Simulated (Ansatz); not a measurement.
Geometry optimisation, Ansatz 0.2.0, RKS PBE/def2-SVP.

The input (input.yaml):

```yaml
crystal:
  periodic: [false, false, false]
  atoms:
    - { symbol: B, position_ang: [0.0, 0.0, 0.0] }
    - { symbol: Cl, position_ang: [0.0, 0.0, 1.86] }
    - { symbol: "N", position_ang: [1.3423, 0.0, -0.775] }
    - { symbol: H, position_ang: [1.8089, -0.9179, -1.0268] }
    - { symbol: H, position_ang: [1.7937, 0.9179, -1.0532] }
    - { symbol: "N", position_ang: [-1.3423, 0.0, -0.775] }
    - { symbol: H, position_ang: [-2.0112, -0.8164, -0.6764] }
    - { symbol: H, position_ang: [-1.5914, 0.8164, -1.4036] }
basis:
  gaussian: { orbitals: def2-SVP }
hamiltonian:
  xc: pbe
relax:
  f_tol: 0.02
  max_steps: 40
output:
  orbitals: {}
```

Launched with:

```bash
$ ansatz run input.yaml --threads 1 --pin off --max-ram 2048MiB --backend cpu --events-out ev --progress --plain --runs-dir out
```

Q: Where does it end, and by what steps?

A: The run converged. After 11 steps the energy has fallen by 2.186 eV; H4 moved furthest, 1.28 Å.

```csv
step,energy less start (eV),largest force component (eV/Å),accepted
0,0.0000,2.262,yes
1,-0.7765,1.332,yes
2,-1.2512,0.942,yes
3,-1.5485,1.098,yes
4,-1.7442,1.157,yes
5,-1.8875,0.633,yes
6,-2.0089,0.574,yes
7,-2.1070,0.404,yes
8,-2.1658,0.287,yes
9,-2.1855,0.039,yes
10,-2.1864,0.027,yes
11,-2.1865,0.003,yes
```

```xyz
8
Properties=species:S:1:pos:R:3
B -0.004 0.029 -0.092
Cl -0.021 0.167 1.709
N 1.251 0.110 -0.745
H 1.372 0.044 -1.754
H 2.116 0.244 -0.226
N -1.245 -0.152 -0.749
H -2.121 -0.204 -0.234
H -1.347 -0.238 -1.759
```

Whether the end is a true minimum wasn't checked by a vibrational analysis.

The run took 24 s on 1 thread of Arm Neoverse V2, on a shared host, peak memory 0.11 GiB.
